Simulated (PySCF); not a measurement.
Dipole moment and polarisability of `C#C[C@@H]1SS[C@H]1OC`

C5H6OS2.
Geometry (GFN2-xTB, Å), atoms numbered from 1 in this order:
```
atom  x, y, z in Å
C1     2.894   -0.160    1.411
C2     2.137    0.039    0.504
C3     1.204    0.346   -0.541
S4     1.272    2.113   -1.107
S5    -0.797    1.924   -0.945
C6    -0.264    0.328   -0.112
O7    -0.904   -0.791   -0.566
C8    -2.257   -0.880   -0.173
H9     3.569   -0.364    2.188
H10    1.346   -0.303   -1.409
H11   -0.391    0.481    0.970
H12   -2.346   -0.915    0.918
H13   -2.820   -0.020   -0.552
H14   -2.643   -1.798   -0.608
```

Level: CAM-B3LYP/def2-SVPD (PySCF), static field, nuclei fixed, core orbitals frozen in the response. The polarisability tensor in these axes (au):

```
x   115.89   0.43  12.66
y     0.43  97.10 -13.75
z    12.66 -13.75  90.17
```

Question: What are the eigenvalues, a third of the trace, and Δα (Δα² = ½Σ(αi − αj)² over the three pairs)?

Answer: Principal values 76.65, 104.31 and 122.19 au; mean 101.05 au = 14.97 Å³ = 16.66 × 10⁻⁴⁰ C²·m²/J; Δα = 39.75 au (39 % of the mean).

Question: What is the dipole moment, and where does it point?

Answer: (-0.88, -1.80, 1.57) D, 2.55 D in size, pointing from the negative to the positive side. Measured along this direction, the outermost atoms are S4 at the negative end and H12 at the positive end.

Question: What depolarisation ratio follows for Rayleigh scattering of linearly polarised light, taking the static tensor?

Answer: ρ = 3Δα²/(45ᾱ² + 4Δα²) = 4739.1/(459503 + 6318.8) = 0.0102.

Question: What would n − 1 = 2πNα be for an ideal gas of these molecules at 400 K and 1 atm, electronic part alone?

Answer: N = p/kT = 1.8347 × 10¹⁹ cm⁻³, so n − 1 = 2π × N × 14.97 × 10⁻²⁴ cm³ = 1726 × 10⁻⁶ at long wavelengths.

Question: Orientational against electronic polarisability at 250 K (dilute gas, rigid molecules)?

Answer: In Gaussian units μ²/3kT = 62.83 Å³ against 14.97 Å³, a ratio of 4.20; the Debye molar polarisation (4π/3)N_A(α + μ²/3kT) is 196.3 cm³/mol, leaving out the vibrational part.

One conformer (not necessarily the lowest) at the GFN2-xTB geometry, without solvent, vibrations or thermal averaging.

The run behind these numbers computed excited states as well. The run took 90 s of wall time on one thread, Arm Neoverse N1 (aarch64), shared host with 64 logical CPUs at a one-minute load of 54, and the process peaked at 1.0 GiB of memory.
